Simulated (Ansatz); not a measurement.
C7H9FeO4P (`C[P+](C)(C)[Fe-5]([C]#[O+])([C]#[O+])([C]#[O+])[C]#[O+]`) at its PBE0-D4/def2-TZVP geometry, where that method's forces vanish. Charge 0, multiplicity 1.

```xyz
22

C    -1.5899    1.4158   -0.1754
P    -0.4585    0.0018   -0.3765
C    -0.1617    0.0171   -2.1732
C    -1.5824   -1.4213   -0.1988
Fe    1.2907   -0.0042    0.9702
C     0.1226   -0.0327    2.3091
O    -0.6499   -0.0510    3.1513
C     2.3660    0.0255   -0.4481
O     3.0481    0.0441   -1.3637
C     1.9739   -1.5545    1.4864
O     2.4331   -2.5430    1.8343
C     1.9507    1.5399    1.5333
O     2.3946    2.5244    1.9109
H    -2.4442    1.3439   -0.8533
H    -1.0449    2.3397   -0.3744
H    -1.9510    1.4511    0.8538
H     0.4162   -0.8619   -2.4621
H    -1.1095    0.0177   -2.7159
H     0.4093    0.9049   -2.4485
H    -2.4366   -1.3426   -0.8759
H    -1.9440   -1.4756    0.8293
H    -1.0325   -2.3390   -0.4129
```

Task: What forces (eV/Å) does r2SCAN-D4/def2-TZVPP give on these atoms in the Gaussian-basis code of Ansatz? (Best estimate.)

Result: Computed: 
```
C1  -0.042  0.078  0.032
P2  -0.005  0.000 -0.013
C3   0.036  0.001 -0.084
C4  -0.043 -0.079  0.031
Fe5  0.036 -0.001  0.014
C6   0.528  0.014 -0.682
O7  -0.577 -0.013  0.653
C8  -0.559 -0.014  0.650
O9   0.524  0.015 -0.686
C10 -0.270  0.641 -0.199
O11  0.322 -0.711  0.243
C12 -0.259 -0.636 -0.218
O13  0.311  0.705  0.264
H14  0.011 -0.003  0.003
H15 -0.017 -0.008  0.005
H16  0.004  0.004 -0.014
H17 -0.004  0.017  0.000
H18  0.007  0.000  0.012
H19 -0.004 -0.017 -0.001
H20  0.011  0.003  0.002
H21  0.005 -0.004 -0.015
H22 -0.017  0.007  0.005
```
